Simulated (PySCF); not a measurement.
Gas-phase reaction: InH2Cl + F2 = InCl + 2 HF

Computed with PySCF (xtb for GFN2) and rigid-rotor harmonic-oscillator thermochemistry at 1 bar. † marks an energy on the PBE0/def2-TZVP geometry and frequencies; other levels use their own. CCSD(T) freezes the core. All species are closed-shell singlets. In: scalar-relativistic def2 core potential, no spin-orbit coupling. InH2Cl: computed as isolated molecules; such fragments, hydroxides, amides, oligomers or adducts are transient or little studied in the gas. CCSD(T) isn't extrapolated to the basis-set limit.

| level | ΔH°(298 K), kJ |
|---|---|
| CCSD(T)/def2-TZVPP† | ___ |
| GFN2-xTB | -468 |
| PBE/def2-SVP | ___ |
| PBE/def2-TZVP† | -570 |
| ωB97X-V/def2-TZVP† | -563 |

Question: Fill in the missing entries.

Answer: 
- CCSD(T)/def2-TZVPP†, ΔH°(298 K), kJ: -604
- PBE/def2-SVP, ΔH°(298 K), kJ: -527
